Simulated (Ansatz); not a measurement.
Compare A (`C[O][SnH2][F]`) with its isomer B (`[CH3][SnH]([OH])[F]`).

Calculated with Ansatz (gas phase, PBE0-D4/def2-TZVP geometries, no zero-point term in ΔE). CCSD(T)/CBS adds triple-zeta CCSD(T) − MP2 to the extrapolated MP2 energy (def2 sets, frozen cores). DFT in def2-TZVPP. B3LYP here is the variant with VWN-RPA as its local correlation; programs differ in this. Elements past krypton have def2 core potentials. For Sn outer-core shells are correlated without core-valence functions, which leaves a few kJ/mol of doubt a bond. One conformer a species, not always the lowest.

Question: Which isomer does CCSD(T)/CBS put lower? Give the gap. (An estimate is asked.)

Answer: Ansatz gave: B, by 102.5 kJ/mol.

Question: Give E(B) − E(A) in kJ/mol with MP2/def2-TZVPP, HF/def2-TZVPP, ωB97M-V, B3LYP-D4, CCSD(T)/def2-SVP, CCSD/def2-TZVPP, PBE-D4. (Estimate.)

Answer: Ansatz gave: MP2/def2-TZVPP -106.5, HF/def2-TZVPP -82.5, ωB97M-V -95.2, B3LYP-D4 -90.3, CCSD(T)/def2-SVP -72.9, CCSD/def2-TZVPP -96.2, PBE-D4 -93.5. None reverses the order clearly.

Question: Does the order hold for the free energy at 298.15 K (harmonic terms from PBE0-D4)? (An estimate is asked.)

Answer: Ansatz gave: Yes: G(B) − G(A) = -102.1 kJ/mol, for one conformer each. Modes under 60 cm⁻¹, often nearly free rotors, make the harmonic entropy too high.

Largest T1 diagnostic: 0.014.

At CCSD(T), def2-SVP lies +29.6 kJ/mol from the extrapolated value and def2-TZVPP +5.1 kJ/mol. In def2-TZVPP, CCSD(T) changes the Hartree–Fock value by −15.0 kJ/mol (the triples alone add −1.2 kJ/mol) and MP2 by −24.0 kJ/mol.
